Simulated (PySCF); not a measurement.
HCu, charge +1, doublet, at a GFN2-xTB geometry (such geometries of metal compounds can be far from the true shape) (the multiplicity is a formal guess). Base run: WB97X/def2-SV(P) (PySCF).

PySCF was given this input:
```python
from pyscf import gto, scf, dft

mol = gto.Mole()
mol.atom = '''
    Cu   -0.00000000   -0.00000000   -0.04926702
    H     0.00000000    0.00000000    1.42874357
'''
mol.basis = 'def2-sv(p)'
mol.charge = 1
mol.spin = 1
mol.verbose = 4
mol.build()

mf = dft.UKS(mol)
mf.xc = 'wb97x'
mf.kernel()
```

The base run was repeated with changes; each row names its change, and settings that it needs were set with it.

```tsv
change	ΔE vs base (µEh)	grid points	electrons on the grid	outcome
base	0.0	30448	29.00000	converged
grids.level = 7	3.1	137736	29.00000	converged
grids.prune = dft.gen_grid.sg1_prune	-	-	-	input refused
grids.atom_grid = (75, 302)	9.0	27880	29.00000	converged
grids.atom_grid = (50, 194)	421	12872	29.00000	converged
grids.radi_method = mura_knowles	-0.9	27952	29.00000	converged
small_rho_cutoff = 0	0.0	30448	29.00000	converged
grids.prune = off	2.1	54160	29.00000	converged
grids.radi_method = delley	2.8	31072	29.00000	converged
grids.becke_scheme = stratmann	-0.2	30448	29.00000	converged
grids.level = 1	70.3	9912	29.00000	converged
```

Open shells are given as the SCF converged; they aren't shown to be the lowest states, and a large step between rows can be another state.

- grids.prune = dft.gen_grid.sg1_prune: ended with `IndexError: index 29 is out of bounds for axis 0 with size 19`
